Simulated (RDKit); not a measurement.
RDKit input (UFF):

```python
from rdkit import Chem
from rdkit.Chem import AllChem, rdDetermineBonds

mol = Chem.MolFromXYZFile('mol.xyz')
rdDetermineBonds.DetermineBonds(mol, charge=0)
print('SMILES', Chem.MolToSmiles(Chem.RemoveHs(mol)))
ff = AllChem.UFFGetMoleculeForceField(mol)
e0 = ff.CalcEnergy()
flag = ff.Minimize(maxIts=5000, forceTol=1e-5)
print(f'energy {e0:.4f} -> {ff.CalcEnergy():.4f} kcal/mol, converged: {flag == 0}')
print(Chem.MolToXYZBlock(mol))
```
mol.xyz:
```
8

F     -1.81252000    -1.50158200     0.52213600
Si    -1.42748200    -0.02267100     0.01317000
Si     0.90169900     0.05596900    -0.33182800
F      1.25242400     1.49625300    -0.93452700
F      1.65904300    -0.07125800     1.06937600
H     -1.85076900     0.95389300     1.04005500
H     -2.14894700     0.23020600    -1.25409500
H      1.47016000    -0.96099800    -1.23759900
```

Output:

```
SMILES F[SiH2][SiH](F)F
energy 8.7481 -> -0.2189 kcal/mol, converged: True
8

F     -1.755823   -1.560771    0.597686
Si    -1.361185   -0.036941   -0.006711
Si     0.846556    0.089716   -0.318706
F      1.241364    1.613512   -0.923077
F      1.635861   -0.154452    1.151154
H     -1.778969    0.995434    0.953362
H     -2.049025    0.176211   -1.288706
H      1.264829   -0.942897   -1.278314
```

The geometry given is a B3LYP-D3(BJ)/def2-TZVP minimum.
